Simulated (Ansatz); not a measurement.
# Energy profile

The step: ZnH₂O ([OH][ZnH]) + HBr → ZnHBrO ([OH][Zn][Br]) + H₂; bonds formed: Zn1–Br5, H2–H4; bonds broken: Zn1–H2, H4–Br5 (atoms numbered as in the saddle structure below).

Zn1  (0.122, -0.147, 0.184)
H2  (-0.226, 1.204, 1.039)
O3  (0.733, -1.768, -0.206)
H4  (-0.672, 1.512, 0.028)
Br5  (-1.115, 1.419, -1.571)
H6  (1.158, -2.220, 0.526)
(Å)

Electronic energies by CCSD(T) at an estimated basis limit (MP2 extrapolated from triple and quadruple zeta, plus CCSD(T) − MP2 in triple zeta), on PBE0-D4/def2-TZVP structures; ZnH3BrO, closed shell; no counterpoise correction. Computed with Ansatz 0.2.0 (basis: def2-TZVPP and def2-QZVPP); correlated methods freeze the cores. The 3s and 3p shells of Cu and Zn are frozen; filled d shells are correlated. The def2 sets are not built for correlating such inner shells, so the correlated values are less sure here. Extrapolation: Hartree–Fock as exp(−7.88 √X), correlation as X^−2.97.

(1) Give the profile in kJ/mol, counted from the separated reactants. (Judge from chemistry; the value comes from the calculation.)

The T1 diagnostic stays at or below 0.018. The end structure is not quite a true minimum (one mode of 47i cm⁻¹).

## Answers

(1) Computed:
| point | kJ/mol |
| --- | --- |
| separated: ZnH2O (linked as [OH][ZnH]; Zn1, H2, O3, H6; singlet) + HBr (H4, Br5; singlet) | 0.0 |
| start structure | -17.0 |
| saddle | 36.8 |
| end structure | -129.2 |
| separated: ZnHBrO (linked as [OH][Zn][Br]; Zn1, O3, Br5, H6; singlet) + H2 (H2, H4; singlet) | -125.6 |

For scale, one of the runs: CCSD(T)/def2-TZVPP, 185 basis functions, launched by `ansatz run in.yaml --threads 4 --pin off --events-out ev --progress --plain --max-ram 9574MiB`. Time: 82 s of wall clock on 4 CPU threads of an Intel Xeon; the host was shared. Peak host memory: 2 GiB.
